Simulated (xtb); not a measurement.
C2H5S (SMILES C[CH]S), doublet, from a rough starting geometry; GFN2-xTB (xtb 6.7.1).

Input for xtb:
```
$ xtb mol.xyz --gfn 2 --uhf 1 --opt vtight --json

# file mol.xyz
8

C     -0.79061959     0.05981046    -0.03925413
C      0.39976128    -0.53679953     0.34168599
S      1.96940648     0.07433402    -0.19391440
H     -1.17625631    -0.02502544    -1.04164864
H     -1.63858236    -0.31518209     0.65608404
H     -0.76760163     1.17582758     0.16773837
H      0.50704077    -1.60049059     0.45569054
H      1.51606209     1.31744003    -0.41256292
```

Output, abridged:

```
   ID    Z sym.   atoms
    1    6 C      1, 2
    2   16 S      3
    3    1 H      4-8

           -------------------------------------------------
          |                Calculation Setup                |
           -------------------------------------------------

           -------------------------------------------------
          |                 G F N 2 - x T B                 |
           -------------------------------------------------

          ...................................................
          :                      SETUP                      :
          :.................................................:
          :  # basis functions                  23          :
          :  # atomic orbitals                  22          :
          :  # shells                           12          :
          :  # electrons                        19          :
          :  max. iterations                   250          :
          :  Hamiltonian                  GFN2-xTB          :
          :  restarted?                      false          :
          :  GBSA solvation                  false          :
          :  PC potential                    false          :
          :  electronic temp.          300.0000000     K    :
          :  accuracy                    1.0000000          :
          :  -> integral cutoff          0.2500000E+02      :
          :  -> integral neglect         0.1000000E-07      :
          :  -> SCF convergence          0.1000000E-05 Eh   :
          :  -> wf. convergence          0.1000000E-03 e    :
          :  Broyden damping             0.4000000          :
          :  net charge                          0          :
          :  unpaired electrons                  1          :
          ...................................................

 iter      E             dE          RMSdq      gap      omega  full diag
   1    -10.0844477 -0.100844E+02  0.348E+00    2.88       0.0  T
   2    -10.0988500 -0.144023E-01  0.153E+00    3.23       1.0  T
   3    -10.1000158 -0.116579E-02  0.113E+00    2.84       1.0  T
   4    -10.1015618 -0.154599E-02  0.280E-01    2.91       1.0  T
   5    -10.1015789 -0.171191E-04  0.116E-01    2.89       1.0  T
   6    -10.1015859 -0.699217E-05  0.308E-02    2.91       1.1  T
   7    -10.1015864 -0.449740E-06  0.561E-03    2.91       6.3  T
   8    -10.1015864 -0.125570E-07  0.284E-03    2.91      12.5  T
   9    -10.1015864 -0.787639E-08  0.104E-03    2.91      34.0  T
  10    -10.1015864 -0.290874E-08  0.204E-04    2.91     173.4  T
  11    -10.1015864 -0.278373E-10  0.849E-05    2.91     416.4  T

   *** convergence criteria satisfied after 11 iterations ***

         :::::::::::::::::::::::::::::::::::::::::::::::::::::
         ::                     SUMMARY                     ::
         :::::::::::::::::::::::::::::::::::::::::::::::::::::
         :: total energy              -9.988412464104 Eh    ::
         :: gradient norm              0.128146422859 Eh/a0 ::
         :: HOMO-LUMO gap              2.906300730347 eV    ::
         ::.................................................::
         :: SCC energy               -10.101585772462 Eh    ::
         :: -> isotropic ES            0.003789786202 Eh    ::
         :: -> anisotropic ES          0.001494260148 Eh    ::
         :: -> anisotropic XC          0.005209432584 Eh    ::
         :: -> dispersion             -0.003443586696 Eh    ::
         :: repulsion energy           0.113173308358 Eh    ::
         :: add. restraining           0.000000000000 Eh    ::
         :: total charge               0.000000000000 e     ::
         :::::::::::::::::::::::::::::::::::::::::::::::::::::

      -----------------------------------------------------------
     |                   =====================                   |
     |                        A N C O P T                        |
     |                   =====================                   |
     |               Approximate Normal Coordinate               |
     |                Rational Function Optimizer                |
      -----------------------------------------------------------
      -----------------------------------------------------------
     |                   =====================                   |
     |                        A N C O P T                        |
     |                   =====================                   |
     |               Approximate Normal Coordinate               |
     |                Rational Function Optimizer                |
      -----------------------------------------------------------

          ...................................................
          :                      SETUP                      :
          :.................................................:
          :   optimization level         verytight          :
          :   max. optcycles                   200          :
          :   ANC micro-cycles                  20          :
          :   degrees of freedom                18          :
          :.................................................:
          :   RF solver                   davidson          :
          :   write xtbopt.log                true          :
          :   linear?                        false          :
          :   energy convergence         0.1000000E-06 Eh   :
          :   grad. convergence          0.2000000E-03 Eh/α :
          :   maxmium RF displ.          1.0000000          :
          :   Hlow (freq-cutoff)         0.1000000E-01      :
          :   Hmax (freq-cutoff)         5.0000000          :
          :   S6 in model hess.         20.0000000          :
          ...................................................

generating ANC from exact Hessian ...
Using Lindh-Hessian (1995)
 Shifting diagonal of input Hessian by    4.2566151584207982E-003
 Lowest  eigenvalues of input Hessian
    0.000000    0.000000    0.000000    0.000000    0.000000    0.000000
[...]
 * total energy  :    -9.9884125 Eh     change       -0.3232614E-10 Eh
 * total energy  :    -9.9975096 Eh     change       -0.9097099E-02 Eh
 * total energy  :    -9.9997897 Eh     change       -0.2280126E-02 Eh
 * total energy  :    -9.9999457 Eh     change       -0.1560065E-03 Eh
 * total energy  :    -9.9999923 Eh     change       -0.4664765E-04 Eh
 * total energy  :   -10.0000002 Eh     change       -0.7842047E-05 Eh
 * total energy  :   -10.0000059 Eh     change       -0.5713091E-05 Eh
 * total energy  :   -10.0000081 Eh     change       -0.2177029E-05 Eh
 * total energy  :   -10.0000095 Eh     change       -0.1408549E-05 Eh
 * total energy  :   -10.0000109 Eh     change       -0.1462329E-05 Eh
 * total energy  :   -10.0000124 Eh     change       -0.1491641E-05 Eh
 * total energy  :   -10.0000131 Eh     change       -0.6729196E-06 Eh
 * total energy  :   -10.0000132 Eh     change       -0.9203125E-07 Eh
   *** GEOMETRY OPTIMIZATION CONVERGED AFTER 13 ITERATIONS ***
[...]
          ...................................................

 iter      E             dE          RMSdq      gap      omega  full diag
   1    -10.1103909 -0.101104E+02  0.317E-05    2.94       0.0  T
   2    -10.1103909 -0.527578E-12  0.178E-05    2.94    1988.2  T
   3    -10.1103909 -0.426326E-13  0.109E-05    2.94    3235.0  T

   *** convergence criteria satisfied after 3 iterations ***

         :::::::::::::::::::::::::::::::::::::::::::::::::::::
         ::                     SUMMARY                     ::
         :::::::::::::::::::::::::::::::::::::::::::::::::::::
         :: total energy             -10.000013202640 Eh    ::
         :: gradient norm              0.000054085574 Eh/a0 ::
         :: HOMO-LUMO gap              2.943622967480 eV    ::
         ::.................................................::
         :: SCC energy               -10.110390292470 Eh    ::
         :: -> isotropic ES            0.003920716767 Eh    ::
         :: -> anisotropic ES          0.001598264853 Eh    ::
         :: -> anisotropic XC          0.005116977215 Eh    ::
         :: -> dispersion             -0.003439207639 Eh    ::
         :: repulsion energy           0.110377089830 Eh    ::
         :: add. restraining           0.000000000000 Eh    ::
         :: total charge              -0.000000000000 e     ::
         :::::::::::::::::::::::::::::::::::::::::::::::::::::

           -------------------------------------------------
          |                Property Printout                |
           -------------------------------------------------

    * Orbital Energies and Occupations

         #    Occupation            Energy/Eh            Energy/eV
      -------------------------------------------------------------
         1        2.0000           -0.7204584             -19.6047
         2        2.0000           -0.6156497             -16.7527
         3        2.0000           -0.5640176             -15.3477
         4        2.0000           -0.5138876             -13.9836
         5        2.0000           -0.5007746             -13.6268
         6        2.0000           -0.4916339             -13.3780
         7        2.0000           -0.4628679             -12.5953
         8        2.0000           -0.4495302             -12.2323
         9        2.0000           -0.4112506             -11.1907
        10        1.0000           -0.3001205              -8.1667 (HOMO)
        11                         -0.1919444              -5.2231 (LUMO)
        12                         -0.1136616              -3.0929
        13                         -0.0190518              -0.5184
        14                         -0.0130526              -0.3552
        15                          0.0285541               0.7770
        16                          0.1366847               3.7194
        17                          0.1630541               4.4369
        18                          0.2021916               5.5019
        19                          0.2234241               6.0797
        20                          0.2999488               8.1620
        21                          0.3283158               8.9339
        22                          0.5907254              16.0745
      -------------------------------------------------------------
                  HL-Gap            0.1081762 Eh            2.9436 eV
             Fermi-level           -0.3008590 Eh           -8.1868 eV

     #   Z          covCN         q      C6AA      α(0)
     1   6 C        3.774    -0.094    22.315     6.731
     2   6 C        2.878    -0.046    29.140     8.850
     3  16 S        1.921    -0.193   149.262    20.563
     4   1 H        0.924     0.048     2.348     2.397
     5   1 H        0.925     0.046     2.365     2.405
     6   1 H        0.924     0.041     2.438     2.442
     7   1 H        0.926     0.033     2.547     2.496
     8   1 H        0.922     0.165     1.294     1.779

 Mol. C6AA /au·bohr⁶  :        879.460603
 Mol. C8AA /au·bohr⁸  :      27316.365684
 Mol. α(0) /au        :         47.661138

Wiberg/Mayer (AO) data.
largest (>0.10) Wiberg bond orders for each atom

 ---------------------------------------------------------------------------
     #   Z sym  total        # sym  WBO       # sym  WBO       # sym  WBO
 ---------------------------------------------------------------------------
     1   6 C    3.997 --     2 C    1.073     6 H    0.976     5 H    0.974
                             4 H    0.948
     2   6 C    3.459 --     3 S    1.367     1 C    1.073     7 H    0.971
     3  16 S    2.389 --     2 C    1.367     8 H    0.951
     4   1 H    0.996 --     1 C    0.948
     5   1 H    0.998 --     1 C    0.974
     6   1 H    0.998 --     1 C    0.976
     7   1 H    0.999 --     2 C    0.971
     8   1 H    0.973 --     3 S    0.951
 ---------------------------------------------------------------------------

Topologies differ in total number of bonds
Writing topology from bond orders to xtbtopo.mol

molecular dipole:
                 x           y           z       tot (Debye)
 q only:       -0.392       0.383      -0.023
   full:       -0.670       0.373      -0.058       1.955
molecular quadrupole (traceless):
                xx          xy          yy          xz          yz          zz
 q only:       -1.585       1.616       1.749       0.129      -0.436      -0.164
  q+dip:       -3.748       1.527       3.670       0.607      -0.456       0.078
   full:       -3.609       1.572       3.805       0.467      -0.509      -0.196

optimized geometry written to: xtbopt.xyz

           -------------------------------------------------
          | TOTAL ENERGY              -10.000013202640 Eh   |
          | GRADIENT NORM               0.000054085574 Eh/α |
          | HOMO-LUMO GAP               2.943622967480 eV   |
           -------------------------------------------------

normal termination of xtb
```
